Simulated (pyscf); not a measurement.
Single points on ωB97X-D3(BJ)/def2-SVP structures (PySCF, gas phase). Correlated levels are frozen-core, on RHF or UHF. ΔMP2 is the change of the MP2 total energy from the triple- to the quadruple-zeta basis.

Task: For the elementary gas-phase step H₃C–C•=CH–F (SMILES C[C]=CF) -> •H₂C–CH=CH–F (SMILES [CH2]C=CF) (doublet surface; C–H broken, C–H formed), what barrier and reaction energy does CCSD(T)/def2-TZVPP + ΔMP2(QZVPP) give, measured from the reactant's lowest minimum found?

Result: ΔE‡ = 45.4 kcal/mol, ΔE = -22.4 kcal/mol. Zero-point energy shifts the barrier by -3.1 kcal/mol. It is a hydrogen shift, with an imaginary mode of 1946i cm⁻¹. H₃C–C•=CH–F lies 25.4 kcal/mol over its isomer •H₂C–C(=CH₂)–F (electronic energy, ωB97M-D3(BJ)/def2-TZVP). One saddle was located; it need not be the lowest between these sides. The CCSD(T) − MP2 part came from Ansatz, without density fitting, on the same reference. A UHF reference is spin-contaminated (<S²> up to 0.96), which harms MP2 most.
